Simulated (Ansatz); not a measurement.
`BBB[SeH]` + `OCO` → `OCOB[SeH]` + `BB`  (cleavage of the B–B bond)

Gas-phase electronic energies from Ansatz, PBE0-D4/def2-TZVP geometries. CBS: MP2 limit from def2 TZ/QZ plus the TZ coupled-cluster correction, frozen cores. This one scheme is used for every species. DFT in def2-TZVPP. B3LYP here is the variant with VWN-RPA as its local correlation; programs differ in this. For Se outer-core shells are correlated without core-valence functions, which leaves a few kJ/mol of doubt a bond. Scalar relativity is left out up to krypton. Each species was taken in one conformer, which may not be the lowest.

`BBB[SeH]`:

```xyz
9

B     0.914   -1.640    0.160
B    -0.103   -0.623   -0.594
B    -0.283    0.974   -0.235
Se   -1.499    1.592    1.108
H     2.056   -1.787   -0.177
H     0.545   -2.284    1.103
H    -0.758   -1.059   -1.508
H     0.364    1.797   -0.812
H    -1.236    3.030    0.956
```

`OCO`:

```xyz
7

O    -0.818   -0.467    0.774
C     0.084    0.381    0.127
O     0.671   -0.204   -0.997
H    -1.527   -0.671    0.156
H     0.826    0.645    0.887
H    -0.401    1.291   -0.242
H     1.166   -0.975   -0.705
```

`OCOB[SeH]`:

```xyz
10

O     1.477   -0.098   -1.656
C     0.411    0.154   -0.824
O     0.575   -0.556    0.390
B    -0.335   -0.618    1.376
Se   -2.097    0.220    1.421
H     2.278    0.240   -1.245
H     0.309    1.221   -0.584
H    -0.484   -0.199   -1.342
H    -0.064   -1.247    2.352
H    -2.070    0.884    0.112
```

`BB`:

Cartesian coordinates in Å:
```
B -0.034 -0.386 -0.716
B 0.035 0.385 0.716
H 0.934 -0.882 -1.223
H -1.059 -0.494 -1.331
H -0.134 -0.185 1.758
H 0.258 1.563 0.796
```

```tsv
level	ΔE (kJ/mol)	difference from CCSD(T)/CBS
PBE-D4	-84.2	14.3
r2SCAN-D4	-93.1	5.4
PBE0-D4	-88.8	9.7
B3LYP-D4	-100.2	-1.7
ωB97X-V	-99.6	-1.1
ωB97M-V	-101.9	-3.4
B2PLYP	-101.8	-3.3
PBE	-82.7	15.8
r2SCAN	-92.7	5.8
PBE0	-87.6	10.9
B3LYP	-97.9	0.6
HF/def2-TZVPP	-114.0	-15.5
MP2/def2-TZVPP	-104.6	-6.1
SCS-MP2/def2-TZVPP	-107.2	-8.7
CCSD/def2-TZVPP	-100.9	-2.4
CCSD(T)/def2-TZVPP	-100.2	-1.7
HF/def2-QZVPP	-114.8	-16.3
MP2/def2-QZVPP	-103.9	-5.4
SCS-MP2/def2-QZVPP	-106.3	-7.8
HF/CBS(def2)	-114.9	-16.4
MP2/CBS(def2)	-102.9	-4.4
CCSD/CBS(def2)	-99.2	-0.7
CCSD(T)/CBS	-98.5	0
```

Largest T1 diagnostic among the species: 0.014.

In def2-TZVPP, CCSD(T) changes the Hartree–Fock value by +13.9 kJ/mol (the triples alone add +0.7 kJ/mol) and MP2 by +9.4 kJ/mol. From PBE to PBE0 (25 % exact exchange), in def2-TZVPP and without D4, ΔE moves by −4.9 kJ/mol.
